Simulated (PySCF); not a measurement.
PySCF input for C3H7O, SMILES C([O])(C)C, multiplicity 2, B3LYP/pcH-1. Coordinates come from a PBE-D3(BJ)/def2-SVP optimisation. The isomer is the one that the SMILES or the coordinates give; other isomers of the formula were not compared.

```python
import numpy as np
from pyscf import gto, scf, dft
from pyscf.prop.hfc import uks as hfc
from pyscf.prop.gtensor import uks as gtensor

mol = gto.M(
    atom='''
    C     0.07267438   -0.63256367   -1.29161436
    C    -0.27123659    0.13861580    0.00000001
    C     0.07267438   -0.63256369    1.29161434
    O     0.14128251    1.42688383    0.00000002
    H     1.16819436   -0.80101859   -1.33857892
    H    -0.43045436   -1.61945791   -1.32530733
    H    -0.22386899   -0.04190552   -2.17944229
    H    -1.40267512    0.26876285    0.00000001
    H     1.16819437   -0.80101862    1.33857889
    H    -0.43045435   -1.61945793    1.32530731
    H    -0.22386898   -0.04190555    2.17944228
    ''',
    basis='pcH-1',
    charge=0,
    spin=1,
    max_memory=1600,
    verbose=3,
)
mf = dft.UKS(mol, xc='b3lyp').density_fit(auxbasis='def2-universal-jkfit')
mf.grids.level = 3
mf.conv_tol = 1e-10
mf.max_cycle = 100
mf.kernel()
fine, coarse = mf.grids, dft.Grids(mol).set(level=1).build(with_non0tab=True)
for _ in range(3):  # follow internal instabilities
    mf.grids = coarse
    mo, _, stable, _ = mf.stability(return_status=True, nroots=4)
    mf.grids = fine
    if stable:
        break
    mf.kernel(mf.make_rdm1(mo, mf.mo_occ))
A = hfc.HFC(mf).make_fcdip(mf.make_rdm1())  # Fermi contact and dipolar terms, MHz
print('atom   A(iso)/MHz   principal dipolar parts/MHz')
for i, a in enumerate(A):
    w = np.linalg.eigvalsh((a + a.T) / 2)
    print(f'{mol.atom_symbol(i):2s}{i + 1:3d} {w.mean():12.2f}', (w - w.mean()).round(2))
gt = gtensor.GTensor(mf)
gt.dia_soc2e, gt.para_soc2e, gt.so_eff_charge = None, None, True
gt.max_cycle_cphf = 60
g = gt.kernel()
```

Output:

```

WARN: HOMO -0.311981839082986 >= LUMO -0.311981839082996

converged SCF energy = -193.706716821633  <S^2> = 0.75374139  2S+1 = 2.0037379
<class 'pyscf.df.df_jk.DFUKS'> wavefunction is stable in the internal stability analysis
atom   A(iso)/MHz   principal dipolar parts/MHz
C   1        19.27 [-3.4  -2.64  6.05]
C   2       -38.83 [-6.83  2.76  4.07]
C   3        19.27 [-3.4  -2.64  6.05]
O   4       -48.72 [-259.14  129.55  129.59]
H   5         4.64 [-3.79 -2.38  6.18]
H   6        -2.50 [-3.   -1.92  4.92]
H   7        -1.11 [-3.75 -3.3   7.05]
H   8       319.62 [-9.64 -2.24 11.89]
H   9         4.64 [-3.79 -2.38  6.18]
H  10        -2.50 [-3.   -1.92  4.92]
H  11        -1.11 [-3.75 -3.3   7.05]
SOC(1e)/OZ [4.19833221e-05 4.75634815e-02 6.46586357e-03]
free electron g 2.00231930436182
g-tensor total [2.00214257 2.04973239 2.00858495]
g-shift (ppt) [-0.17673624 47.41308917  6.26564829]
```

The calculation finished and met its thresholds.

Cost: around 2.8 core-minutes (rough).
